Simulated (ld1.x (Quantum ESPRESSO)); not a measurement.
# Bi (Z = 83): one change to a TM potential, before and after

```json
{
  "Element": "bismuth",
  "Generator": "ld1.x (Quantum ESPRESSO) 7.5",
  "Type": "norm-conserving Troullier–Martins (Kleinman–Bylander form)",
  "Functional": "PBE",
  "Relativity": "scalar-relativistic",
  "Frozen core": "[Xe] 4f14",
  "Valence charge": "15",
  "Reference configuration": "5d10 6s2 6p2.5 (charge +0.5)",
  "Partial waves": "6s (bound): rc 1.50 bohr; 5d (bound): rc 1.90 bohr; 5f channel at 0.15 Ry: rc 2.05 bohr; 6p (bound): rc 2.60 bohr",
  "Local potential": "the p channel",
  "Core correction": "none"
}
```

Change: functional PBEsol.

Cutoffs: the cutoffs (Ry, on a coarse ladder) from which the occupation-weighted sum of valence levels, in a spherical-Bessel basis at the reference potential, stays within 10 and 1 mRy of its value at 400 Ry; they do not see the model core or the augmentation charge, which bear on the density cutoff. Errors are all-electron minus pseudo energies relative to the spin-unpolarised reference configuration.

**Question.** What does the change do?

**Answer.** The potential gets neither clearly harder nor softer (60 Ry and 140 Ry → 60 Ry and 140 Ry); of the 7 tests that both files solve, the error grows in 2 and shrinks in 1 by more than 15 % and 0.3 meV (median size 6.2 → 4.7 meV); neither file shows a bound ghost.

```tsv
quantity	base	changed
cutoff, loose	60 Ry	60 Ry
cutoff, tight	140 Ry	140 Ry
bound ghosts	none	none
error for 5d10 6s2 6p3, meV [ΔE -3.10 → -3.11 eV]	+1.9	+1.6
error for 5d10 6s2 6p2, meV [ΔE 4.82 → 4.84 eV]	-1.8	-2.1
error for 5d10 6s2 6p1, meV [ΔE 20.06 → 20.13 eV]	-6.2	-9.7
error for 5d10 6s2 6p3.3, meV [ΔE -4.19 → -4.21 eV]	+2.8	+2.5
error for 5d10 6s1 6p4, meV [ΔE 6.99 → 7.00 eV]	-8.7	-4.7
error for 5d9 6s2 6p3, meV [ΔE 30.23 → 30.20 eV]	-166	-160
error for 5d9 6s2 6p4, meV [ΔE 21.11 → 21.05 eV]	-215	-209
s: phases at 2.86 bohr within 0.05 rad from the reference energy up to (Ry; the scan ends near 5)	1.0	1.0
p: phases at 2.86 bohr within 0.05 rad from the reference energy up to (Ry; the scan ends near 5)	2.4	2.4
d: phases at 2.86 bohr within 0.05 rad from the reference energy up to (Ry; the scan ends near 5)	-0.2	-0.2
f: phases at 2.86 bohr within 0.05 rad from the reference energy up to (Ry; the scan ends near 5)	2.9	2.9
```
